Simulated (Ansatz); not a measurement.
Bonds to the group Y in Y-Sn(OH)3. Isolated molecules, 0 K electronic values unless said otherwise. Each species was relaxed from one start; no search for lower structures was made at this level. In the def2 sets, heavy atoms carry core potentials. Strings in code marks are SMILES.

The HOMO–LUMO gap from two functionals at the same geometries (PBE0-D3(BJ)/def2-SVP), both in Ansatz (a program for electronic structure): PBE-D3(BJ)/def2-TZVP and B3LYP-D3(BJ)/def2-TZVP. B3LYP has the VWN-RPA correlation part, as in Gaussian. 

```tsv
species	B3LYP-D3(BJ)/def2-TZVP (eV)
Y = methyl	6.86
Y = ethyl (`C[CH2][Sn]([OH])([OH])[OH]`)	6.63
Y = isopropyl (`[OH][Sn]([OH])([CH](C)C)[OH]`)	6.38
Y = allyl	5.63
Y = benzyl (`[OH][Sn]([OH])([OH])[CH2]c1ccccc1`)	5.32
Y = phenyl	6.18
Y = trifluoromethyl (`[OH][Sn]([OH])([OH])[C](F)(F)F`)	6.54
Y = 2,2,2-trifluoroethyl (`[OH][Sn]([OH])([OH])[CH2]C(F)(F)F`)	6.92
Y = cyclopentyl (`[OH][Sn]([OH])([OH])[CH]1CCCC1`)	6.51
Y = but-3-enyl (`C=CC[CH2][Sn]([OH])([OH])[OH]`)	6.05
```

Problem. What does PBE-D3(BJ)/def2-TZVP give for each?

Solution. 
- Y = methyl: 4.93
- Y = ethyl (`C[CH2][Sn]([OH])([OH])[OH]`): 4.78
- Y = isopropyl (`[OH][Sn]([OH])([CH](C)C)[OH]`): 4.61
- Y = allyl: 4.10
- Y = benzyl (`[OH][Sn]([OH])([OH])[CH2]c1ccccc1`): 3.93
- Y = phenyl: 4.81
- Y = trifluoromethyl (`[OH][Sn]([OH])([OH])[C](F)(F)F`): 4.60
- Y = 2,2,2-trifluoroethyl (`[OH][Sn]([OH])([OH])[CH2]C(F)(F)F`): 4.87
- Y = cyclopentyl (`[OH][Sn]([OH])([OH])[CH]1CCCC1`): 4.71
- Y = but-3-enyl (`C=CC[CH2][Sn]([OH])([OH])[OH]`): 4.51
Over these rows, drawn at random from the members with no instability flagged (it was tested for open shells, ions and some series alone), PBE minus B3LYP-D3(BJ): mean -1.72 eV, from -2.04 eV to -1.38 eV.
